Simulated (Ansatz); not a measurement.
System: sum formula Si₂H₄Cl, charge 0, multiplicity 2. It need not be the lowest isomer of its formula. 
Coordinates optimised at B3LYP-D3(BJ)/def2-TZVP (Ansatz, a program for electronic structure):
```
Si
H 1 1.4791
H 1 1.4817 2 108.94
Cl 1 2.0757 2 108.28 3 116.02
Si 1 2.3307 2 110.38 3 -125.79
H 5 1.4840 1 113.42 2 -177.33
H 5 1.4860 6 110.31 1 128.02
```
Charge 0, spin multiplicity 2.

Basis-set convergence of Hartree-Fock and CCSD correlation energies (hartree) with Ansatz. Valence correlation only, unless marked. Open shells are spin-unrestricted. Spin-orbit coupling is left out. Non-relativistic.

| basis | functions | E(HF) | E(corr, CCSD) |
|---|---|---|---|
| cc-pV(D+d)Z | 89 | -1039.71574 | -0.37231 |
| cc-pV(T+d)Z | 173 | -1039.75658 | -0.47004 |
| cc-pV(Q+d)Z | 312 | -1039.76686 | -0.50282 |

Extrapolating the two largest sets (X = 3 and 4) as X^-3: E(corr) = (64·(-0.50282) - 27·(-0.47004))/37 = -0.5267 Eh, an estimate of the basis-set limit. The largest set recovers 95.5 % of it, the smallest 70.7 %.
